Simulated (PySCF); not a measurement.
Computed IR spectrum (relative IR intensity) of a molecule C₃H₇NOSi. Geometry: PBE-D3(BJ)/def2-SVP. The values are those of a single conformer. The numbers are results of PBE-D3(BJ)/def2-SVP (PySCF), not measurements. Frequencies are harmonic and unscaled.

Lines under 2 % of the strongest are left out, and lines within 2 cm⁻¹ are merged.

ν (cm⁻¹): 226 (vw), 279 (w), 319 (vw), 356 (s), 499 (s), 563 (m), 624 (w), 640 (m), 661 (m), 737 (w), 761 (m), 825 (m), 881 (m), 908 (s), 913 (m), 927 (vs), 943 (w), 1100 (s), 1187 (w), 1302 (w), 1356 (m), 1381 (w), 2154 (s), 2218 (s), 2951 (w), 2994 (vw), 3402 (m), 3482 (w), 3718 (m) (against the strongest line: vs over 80 %, s over 45 %, m over 15 %, w over 4 %, vw less)

Question: Which structure fits?
(A) C#CCN[SiH2]O
(B) N[Si@H]1C=COC1
(C) O=C/C=N/C[SiH3]
(D) C/N=C(\[SiH3])C=O

Answer: A, C#CCN[SiH2]O
